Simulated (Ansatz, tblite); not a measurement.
Cost and result up the ladder for the cluster Ag₂F (3 atoms). Total charge 0; doublet. Geometry: PBE-D4/def2-TZVP.

```tsv
atom	x (Å)	y (Å)	z (Å)
Ag1	-0.910	1.053	-0.509
Ag2	0.440	-0.402	1.357
F3	0.470	-0.651	-0.848
```

Ansatz on 4 threads of Arm Neoverse V1 on a shared host; xTB runs through tblite on one thread. Times are rough, summed over both states, and most runs start from the orbitals of an earlier one. RPA@PBE/def2-TZVP serves as the yardstick here, not as an exact answer. The other state is a quartet at its own geometry, which has other bonds, so the gap mixes isomer and spin.

In the def2 sets Ag takes a core potential; there is no spin–orbit coupling. The xTB rows come from tblite. B3LYP takes the VWN-RPA correlation. Correlated methods freeze 1 core orbital; core or outer-core shells of Ag are correlated, in sets that lack core-valence functions. In CCSD on the charge 0 quartet the largest single amplitude is 0.43, so its Hartree–Fock determinant may place the open shell otherwise than the density functionals do. The structure comes from a short search, and lower isomers may exist.

Run but left out: HF/def2-TZVP, MP2/def2-TZVP (quartet: a determinant that CCSD turns far, T1 0.050).

Correlated methods converge slowly with the basis.

xTB has no spin-polarisation term.

```
                               level  functions  quartet − doublet (eV)  difference from RPA@PBE/def2-TZVP (eV)                     remarks
                   CCSD(T)/def2-TZVP        111                    3.92                                    1.09  large T1 (0.050) (quartet)
                    PBE-D4/def2-TZVP        111                    2.99                                    0.16                           –
                   PBE0-D4/def2-TZVP        111                    3.38                                    0.56                           –
                   RPA@PBE/def2-TZVP        111                    2.83                                    0.00                           –
                            GFN1-xTB         22                    3.55                                    0.72                           –
                 r2SCAN-D4/def2-TZVP        111                    2.93                                    0.10                           –
CAM-B3LYP-D4/def2-TZVP (with forces)        111                    3.55                                    0.72                           –
                  B3LYP-D4/def2-TZVP        111                    3.24                                    0.42                           –
                r2SCANh-D4/def2-TZVP        111                    3.09                                    0.26                           –
                            GFN2-xTB         22                    4.33                                    1.51                           –
               LDA (SPW92)/def2-TZVP        111                    3.21                                    0.39                           –
                r2SCAN0-D4/def2-TZVP        111                    3.35                                    0.52                           –
```

Question: Estimate how long each takes.

Answer: GFN2-xTB 0.004 s; GFN1-xTB 0.005 s; LDA (SPW92)/def2-TZVP 1.6 s; PBE-D4/def2-TZVP 3 s; B3LYP-D4/def2-TZVP 3.8 s; RPA@PBE/def2-TZVP 5.3 s; PBE0-D4/def2-TZVP 5.9 s; r2SCAN-D4/def2-TZVP 6.8 s; CAM-B3LYP-D4/def2-TZVP (with forces) 7.1 s; r2SCANh-D4/def2-TZVP 7.2 s; r2SCAN0-D4/def2-TZVP 7.4 s; CCSD(T)/def2-TZVP 52 s. On shared hardware such times vary by a factor of up to 3.
